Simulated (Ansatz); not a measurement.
Input file for Ansatz (a quantum-chemistry and plane-wave program): U-PBE/def2-TZVPP on H2OPb (SMILES [OH][PbH]), a point of a bond scan (R = 3.758 Å). Elements past Kr take the def2 small-core potentials; no spin–orbit coupling.

Ansatz 0.2 input:
```yaml
crystal:
  periodic: [false, false, false]
  atoms:
    - {symbol: Pb, position_ang: [-0.12011852, -0.10155163, 0.14050756]}
    - {symbol: H, position_ang: [-2.85269128, 0.14425211, -2.42689136]}
    - {symbol: O, position_ang: [1.29889476, 0.89352213, -1.05799410]}
    - {symbol: H, position_ang: [0.94496580, 1.15770660, -1.91447494]}
basis:
  gaussian:
    orbitals: def2-TZVPP
hamiltonian:
  xc: {name: PBE}
magnetization: {spin_polarized: true, initial_magnetization: 0}
```

It printed:

```
WARN ansatz: RAYON_NUM_THREADS=1 ignored (pool sized by the plan → 1); use --threads N
Functional definition: PBE
integrals: 0.02 GiB planned
651 factors; their error is unknown
mean field: 0.29 GiB planned
mean field evaluation 1: about -7312.1588 eV, gradient 5.2e1 eV
mean field evaluation 2: about -7167.3275 eV, gradient 1.4e2 eV
mean field evaluation 4: about -7316.2561 eV, gradient 3.1e1 eV
mean field evaluation 8: about -7324.7187 eV, gradient 4.9e0 eV
mean field evaluation 16: about -7325.0599 eV, gradient 1.1e-1 eV
mean field evaluation 32: about -7325.2418 eV, gradient 1.4e-5 eV
mean field evaluation 64: about -7325.2418 eV, gradient 1.1e-2 eV
mean field evaluation 96: about -7323.0071 eV, gradient 7.6e0 eV
mean field -7325.24178193 eV, -269.1976702588 hartree, gradient 1.4e-5 eV, S^2 0.632208; 8 other end points of the search recorded, 0 dependent functions left out
reference -7325.24182721 eV, -269.1976719228 hartree; 16, 16 occupied and 93, 93 virtual orbitals, 651 factors
Total energy: -7325.24182721 eV, -269.1976719228 hartree
```

Self-consistency was reached. Its determinant has ⟨S²⟩ = 0.63, a mixture of spin states.

Cost: roughly 8 core-seconds.
